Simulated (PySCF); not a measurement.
# P (phosphorus, neutral) across methods

[Ne] 3s1 3p4, high-spin 4P determinant (an excited configuration). Calculation: PySCF 2.14, in aug-cc-pCVQZ-DK (10s9p7d5f3g, 134 functions); the spin-free X2C one-electron Hamiltonian (Gaussian nucleus).

```csv
method,E (hartree),mean ε 3s α (eV),mean ε 3p α (eV),mean ε 3p β (eV),Σ⟨r²⟩ (bohr²),⟨S²⟩
PBE0,-341.6708,-18.018,-8.278,-5.533,31.79,3.760
M06-2X,-341.7836,-19.432,-9.217,-6.204,31.98,3.765
r2SCAN,-341.7875,-16.747,-7.437,-4.777,31.86,3.768
PBE,-341.6462,-15.750,-6.966,-4.769,31.91,3.757
UHF,-341.24142,-24.488,-11.878,-6.473,32.94,3.798
LDA,-340.5189,-15.737,-7.004,-4.743,32.09,3.758
r2SCANh,-341.7841,-17.529,-7.907,-5.073,31.86,3.768
PW91,-341.7925,-15.793,-7.005,-4.797,31.90,3.757
```
